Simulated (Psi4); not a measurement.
CH5ClOSn (SMILES C[O][SnH2][Cl]), singlet, geometry from GFN2-xTB (such geometries of metal compounds can be far from the true shape) (core potentials on Sn); HF/def2-QZVP in Psi4 1.11.

The Psi4 input:
```
memory 2 GB

molecule {
0 1
  Sn    0.42420914   -0.13597614    0.42719391
  Cl    0.69021593    1.09571817   -1.47984908
  O    -1.33710800   -0.99786118    0.25655442
  C    -2.57111866   -0.40143524   -0.03637063
  H     1.36104647   -1.52489188    0.51981475
  H     0.55578298    0.88024009    1.79443337
  H    -2.94075178    0.19790710    0.79817888
  H    -3.27096339   -1.21724543   -0.22001176
  H    -2.52566651    0.22708875   -0.92888804
}

set basis def2-qzvp

energy('scf')
print_variables()
```

Output, abridged:

```
   => Loading Basis Set <=

    Name: DEF2-QZVP
    Role: ORBITAL
    Keyword: BASIS

    !!!  WARNING: ECP capability is in beta. Please check occupations closely.  !!!

         ---------------------------------------------------------
                                   SCF
               by Justin Turney, Rob Parrish, Andy Simmonett
                          and Daniel G. A. Smith
                              RHF Reference
         ---------------------------------------------------------

  ==> Geometry <==

    Molecular point group: c1
    Full point group: C1

    Geometry (in Angstrom), charge = 0, multiplicity = 1:

       Center              X                  Y                   Z               Mass
    ------------   -----------------  -----------------  -----------------  -----------------
         SN           0.339669688842    -0.134837779626     0.399952092883   119.902201630000
         CL           0.605676478842     1.096856530374    -1.507090897117    34.968852682000
         O           -1.421647451158    -0.996722819626     0.229312602883    15.994914619570
         C           -2.655658111158    -0.400296879626    -0.063612447117    12.000000000000
         H            1.276507018842    -1.523753519626     0.492572932883     1.007825032230
         H            0.471243528842     0.881378450374     1.767191552883     1.007825032230
         H           -3.025291231158     0.199045460374     0.770937062883     1.007825032230
         H           -3.355502841158    -1.216107069626    -0.247253577117     1.007825032230
         H           -2.610205961158     0.228227110374    -0.956129857117     1.007825032230

  Running in c1 symmetry.

  Rotational constants: A =      0.12968  B =      0.07558  C =      0.05028 [cm^-1]
  Rotational constants: A =   3887.76943  B =   2265.87003  C =   1507.28158 [MHz]
  Nuclear repulsion =  267.123482620676043

  Charge       = 0
  Multiplicity = 1
  Electrons    = 58
  Nalpha       = 29
  Nbeta        = 29

  ==> Algorithm <==

  SCF Algorithm Type is DF.
  DIIS enabled.
  MOM disabled.
  Fractional occupation disabled.
  Guess Type is SAD.
  Energy threshold   = 1.00e-06
  Density threshold  = 1.00e-06
  Integral threshold = 1.00e-12

  ==> Primary Basis <==

  Basis Set: DEF2-QZVP
    Blend: DEF2-QZVP
    Number of shells: 128
    Number of basis functions: 416
    Number of Cartesian functions: 509
    Spherical Harmonics?: true
    Max angular momentum: 4

  Core potential: DEF2-QZVP
    Number of shells: 4
    Number of ECP primitives: 18
    Number of ECP core electrons: 28
    Max angular momentum: 3

   => Loading Basis Set <=

    Name: (DEF2-QZVP AUX)
    Role: JKFIT
    Keyword: DF_BASIS_SCF

  ==> Integral Setup <==

  SCF_SUBTYPE=INCORE selected. In-core MEM_DF algorithm will be used.
  Using in-core AOs.

  ==> MemDFJK: Density-Fitted J/K Matrices <==

    J tasked:                   Yes
    K tasked:                   Yes
    wK tasked:                   No
    Algorithm:                 Core
    Schwarz Cutoff:           1E-12
    Mask sparsity (%):      10.5561
    Fitting Condition:        1E-10

   => Auxiliary Basis Set <=

  Basis Set: (DEF2-QZVP AUX)
    Blend: DEF2-UNIVERSAL-JKFIT
    Number of shells: 164
    Number of basis functions: 588
    Number of Cartesian functions: 746
    Spherical Harmonics?: true
    Max angular momentum: 5

  Minimum eigenvalue in the overlap matrix is 1.1624641187E-04.
  Reciprocal condition number of the overlap matrix is 1.2713036187E-05.
    Using symmetric orthogonalization.

  ==> Pre-Iterations <==

  SCF Guess: Superposition of Atomic Densities via on-the-fly atomic UHF (no occupation information).

   -------------------------
    Irrep   Nso     Nmo
   -------------------------
     A        416     416
   -------------------------
    Total     416     416
   -------------------------

  ==> Iterations <==

                           Total Energy        Delta E     RMS |[F,P]|

   @DF-RHF iter SAD:  -786.64875925963088   -7.86649e+02   0.00000e+00
   @DF-RHF iter   1:  -788.42362083018895   -1.77486e+00   1.62040e-03 ADIIS/DIIS
   @DF-RHF iter   2:  -788.54024248992539   -1.16622e-01   1.09374e-03 ADIIS/DIIS
   @DF-RHF iter   3:  -788.60759831565622   -6.73558e-02   1.58833e-04 ADIIS/DIIS
   @DF-RHF iter   4:  -788.60944396027458   -1.84564e-03   5.11883e-05 DIIS
   @DF-RHF iter   5:  -788.60972353374973   -2.79573e-04   1.06260e-05 DIIS
   @DF-RHF iter   6:  -788.60974158768511   -1.80539e-05   3.73998e-06 DIIS
   @DF-RHF iter   7:  -788.60974407168567   -2.48400e-06   1.27487e-06 DIIS
   @DF-RHF iter   8:  -788.60974449792820   -4.26243e-07   4.35401e-07 DIIS
  Energy and wave function converged.

  ==> Post-Iterations <==

    Orbital Energies [Eh]
    ---------------------

    Doubly Occupied:

[...]
    Virtual:

[...]
    Final Occupation by Irrep:
              A
    DOCC [    29 ]
    NA   [    29 ]
    NB   [    29 ]

  @DF-RHF Final Energy:  -788.60974449792820

   => Energetics <=

    Nuclear Repulsion Energy =            267.1234826206760431
    One-Electron Energy =               -1701.8722783064670239
    Two-Electron Energy =                 646.1390511878628331
    Total Energy =                       -788.6097444979282045

Computation Completed

Properties will be evaluated at   0.000000,   0.000000,   0.000000 [a0]

Properties computed using the SCF density matrix

 Multipole Moments:

 ------------------------------------------------------------------------------------
     Multipole            Electronic (a.u.)      Nuclear  (a.u.)        Total (a.u.)
 ------------------------------------------------------------------------------------

 L = 1.  Multiply by 2.5417464519 to convert [e a0] to [Debye]
 Dipole X            :         31.8780973          -31.7117671            0.1663301
 Dipole Y            :         -7.1740222            7.3195829            0.1455607
 Dipole Z            :         26.2225336          -25.5896412            0.6328924
 Magnitude           :                                                    0.6703778

 ------------------------------------------------------------------------------------

  Variable Map:
  ----------------------------------------------------------------------------
[...]
  Array Variable Map:
  ----------------------------------------------------------------------------
[...]
[...]
```
